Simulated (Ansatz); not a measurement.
Geometry optimisation, Ansatz 0.2.0, DFT PBE-D3(BJ), scalar-relativistic, plane waves, PAW.

Input:

```yaml
accuracy: low
crystal:
  lattice:
    - [8.051748, 0.0, 0.0]
    - [0.0, 8.051748, 0.0]
    - [0.0, 0.0, 8.051748]
  atoms:
    - { symbol: C, position: [0.4051239, 0.251932, 0.3754557] }
    - { symbol: C, position: [0.4332553, 0.3413048, 0.530816] }
    - { symbol: "N", position: [0.4559471, 0.4133959, 0.6561348] }
    - { symbol: H, position: [0.3898305, 0.3397109, 0.2732773] }
    - { symbol: H, position: [0.5106129, 0.1712087, 0.3483397] }
    - { symbol: H, position: [0.293238, 0.1759674, 0.3849629] }
    - { symbol: C, position: [0.2412537, 0.7419737, 0.4063266] }
    - { symbol: C, position: [0.3276913, 0.6996266, 0.2525377] }
    - { symbol: "N", position: [0.3974146, 0.6654681, 0.1284866] }
    - { symbol: H, position: [0.3307313, 0.7768011, 0.5020359] }
    - { symbol: H, position: [0.1569721, 0.8460605, 0.3853028] }
    - { symbol: H, position: [0.1694121, 0.6357103, 0.4502165] }
    - { symbol: C, position: [0.8523404, 0.603592, 0.4306145] }
    - { symbol: C, position: [0.8027605, 0.6516427, 0.2628388] }
    - { symbol: "N", position: [0.7627677, 0.6904019, 0.1275054] }
    - { symbol: H, position: [0.8832158, 0.7136914, 0.503445] }
    - { symbol: H, position: [0.7511372, 0.5375087, 0.4920176] }
    - { symbol: H, position: [0.9608958, 0.5225277, 0.4257406] }
    - { symbol: C, position: [0.8640996, 0.1217492, 0.8974878] }
    - { symbol: C, position: [0.7224347, 0.011393, 0.871636] }
    - { symbol: "N", position: [0.6081632, -0.0776239, 0.850783] }
    - { symbol: H, position: [0.979817, 0.0514395, 0.8907439] }
    - { symbol: H, position: [0.8659784, 0.2182879, 0.8023238] }
    - { symbol: H, position: [0.8557308, 0.1806077, 1.0193283] }
    - { symbol: C, position: [0.7981966, 0.0806053, 0.2524133] }
    - { symbol: C, position: [0.7569085, 0.0220344, 0.419088] }
    - { symbol: "N", position: [0.7236041, -0.0252109, 0.5535333] }
    - { symbol: H, position: [0.8307371, 0.2121654, 0.25595] }
    - { symbol: H, position: [0.9035024, 0.0108187, 0.2032202] }
    - { symbol: H, position: [0.6921845, 0.0639917, 0.1695587] }
    - { symbol: C, position: [0.2413979, 0.3161343, 0.8654573] }
    - { symbol: C, position: [0.2432533, 0.1737008, 0.7530964] }
    - { symbol: "N", position: [0.2447499, 0.0588092, 0.6624625] }
    - { symbol: H, position: [0.364096, 0.3338376, 0.9203319] }
    - { symbol: H, position: [0.2071474, 0.4284873, 0.7977582] }
    - { symbol: H, position: [0.1515197, 0.2958983, 0.9649152] }
basis:
  ecutwfc: 420.0
kpoints:
  mp_grid: { grid: [1, 1, 1] }
hamiltonian:
  xc: pbe
  dispersion: d3bj
scf:
  occupations: { method: fermi_dirac, width: 0.05 }
  lower_state_search: "off"
relax:
  f_tol: 0.3
  max_steps: 15
  adjacent_minimum: "off"
```

Command:

```bash
$ ansatz run input.yaml --threads 1 --pin off --max-ram 3072MiB --backend cpu --events-out ev --progress --plain --runs-dir out
```

Problem. Where does it end, and by what steps?

Solution. It converged. The threshold is loose, so the end isn't yet a minimum. The force dipped under the threshold on the way, but the program's further checks kept it going. Limits of this set-up: coarse k mesh, low accuracy level. After 12 steps the energy has fallen by 2.207 eV; N21 moved furthest, 1.64 Å.

```tsv
step	energy less start (eV)	largest force component (eV/Å)	accepted
0	0.0000	2.621	yes
1	-0.6305	0.551	yes
2	-1.0038	0.690	yes
3	-1.2558	0.647	yes
4	-1.4674	0.633	yes
5	-1.6527	0.518	yes
6	-1.8009	0.466	yes
7	-1.9308	0.420	yes
8	-2.0462	0.495	yes
9	-2.1279	0.226	yes
10	-2.1279	0.226	yes
11	-2.1771	0.294	yes
12	-2.2068	0.298	yes
```

```xyz
36
Lattice="8.0517 0.0000 0.0000 0.0000 8.0517 0.0000 0.0000 0.0000 8.0517" Properties=species:S:1:pos:R:3
C 3.066 1.711 2.619
C 3.817 2.314 3.696
N 4.414 2.818 4.558
H 2.895 2.470 1.844
H 3.608 0.868 2.173
H 2.105 1.362 3.019
C 2.485 6.173 3.513
C 2.654 5.351 2.329
N 2.779 4.673 1.393
H 3.458 6.546 3.867
H 1.829 7.026 3.298
H 2.029 5.582 4.318
C 7.079 4.555 3.475
C 7.206 5.247 2.206
N 7.317 5.819 1.199
H 7.209 5.269 4.300
H 6.079 4.115 3.588
H 7.834 3.761 3.560
C 6.240 1.062 6.856
C 5.011 0.575 7.449
N 4.032 0.213 7.962
H 6.938 0.233 6.694
H 6.016 1.542 5.896
H 6.701 1.809 7.518
C 6.850 0.755 2.483
C 6.172 -0.057 3.470
N 5.582 -0.703 4.236
H 6.880 1.800 2.815
H 7.871 0.391 2.327
H 6.299 0.675 1.536
C 1.854 2.719 6.945
C 1.312 1.928 5.853
N 0.857 1.307 4.977
H 2.941 2.585 7.000
H 1.634 3.786 6.802
H 1.415 2.400 7.901
```

Run time: 45 s on 1 thread of Intel(R) Xeon(R) Platinum 8259CL CPU @ 2.50GHz (Skylake/Cascade Lake), with other jobs on the host, peak memory 0.54 GiB.
